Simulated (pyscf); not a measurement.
`[C]1=[CH][NH]1` [doublet] -> `[C]1=[N][CH2]1` [doublet], a hydrogen shift (doublet surface; H–N broken, C–H formed). PySCF, gas phase, ωB97X-D3(BJ)/def2-SVP geometries. MP2 and CC: frozen core, UHF for open shells. ΔMP2 is the change of the MP2 total energy from the triple- to the quadruple-zeta basis. Energies in kcal/mol from the reactant's lowest minimum found.

Small-basis levels: PySCF, no dispersion term, spherical d functions. AM1 to PM7: differences of heats of formation from MOPAC, which are fitted to 298 K values and so differ in kind from electronic energies by zero-point and thermal terms. GFN2-xTB: tblite. Open shells are spin-unrestricted. 

```csv
level,barrier,reaction energy
HF/STO-3G,49.3,-31.6
HF/3-21G,49.2,-22.7
HF/6-31G*,38.0,-30.5
MP2/6-31G*,34.9,-33.5
PBE/6-31G*,31.3,-28.9
B3LYP/STO-3G,42.8,-32.1
B3LYP/3-21G,43.1,-25.5
B3LYP/LANL2DZ,42.6,-23.0
M06-2X/6-31G*,36.9,-28.3
GFN2-xTB,36.4,-7.5
PM6,59.1,+12.3
PM7,63.1,+11.0
CCSD(T)/def2-TZVPP + ΔMP2(QZVPP),32.5,-28.2
```

Against the last row the barrier runs from -1.2 (PBE/6-31G*) to +30.6 kcal/mol (PM7). CCSD(T)/def2-TZVPP + ΔMP2(QZVPP) has limits of its own. cyclic C₂H₂N (SMILES [C]1=CN1) [doublet] lies 75.7 kcal/mol over its isomer •H₂C–C≡N (electronic energy, ωB97M-D3(BJ)/def2-TZVP). cyclic C₂H₂N (SMILES [C]1=NC1) [doublet] lies 50.1 kcal/mol over its isomer •H₂C–C≡N (electronic energy, ωB97M-D3(BJ)/def2-TZVP). One saddle was located; it need not be the lowest between these sides. The CCSD(T) − MP2 part came from Ansatz, without density fitting, on the same reference.
